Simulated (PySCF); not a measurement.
C2H5Si, SMILES [CH2][Si]C (connectivity only; charge and spin as stated), charge +1, multiplicity 1. Atoms are numbered in the order given.

```xyz
8

C      0.2907     1.6854     0.0000
Si    -0.3231     0.0944     0.0000
C      0.2101    -1.6682     0.0000
H      0.2447     2.2773     0.9160
H      0.2447     2.2773    -0.9160
H      0.8336    -1.8145    -0.8909
H     -0.6386    -2.3506     0.0000
H      0.8336    -1.8145     0.8909
```
Charge +1, spin multiplicity 1.

Coordinates come from a TPSSh-D3(BJ)/def2-TZVP optimisation. The spin state was assumed, not searched. The isomer is the one that the SMILES or the coordinates give; other isomers of the formula were not compared.

These are HF/pcSseg-2 in PySCF values and carry that method's errors.

GIAO shieldings, no solvent; atoms alike by connectivity are averaged. δ = σ(ref) − σ: ¹³C against TMS (σ = 193.3 ppm); ²⁹Si against TMS (σ = 383.2 ppm); ¹H against TMS (σ = 31.98 ppm), references at their B3LYP-D3(BJ)/def2-TZVP geometries, non-relativistic.

Computed chemical shifts:
| nucleus | atoms | count | δ (ppm) |
|---|---|---|---|
| ¹³C | C1 | 1 | 137.5 |
| ¹³C | C3 | 1 | 12.7 |
| ²⁹Si | Si2 | 1 | 494.8 |
| ¹H | H4, H5 | 2 | 9.66 |
| ¹H | H6, H7, H8 | 3 | 3.06 |
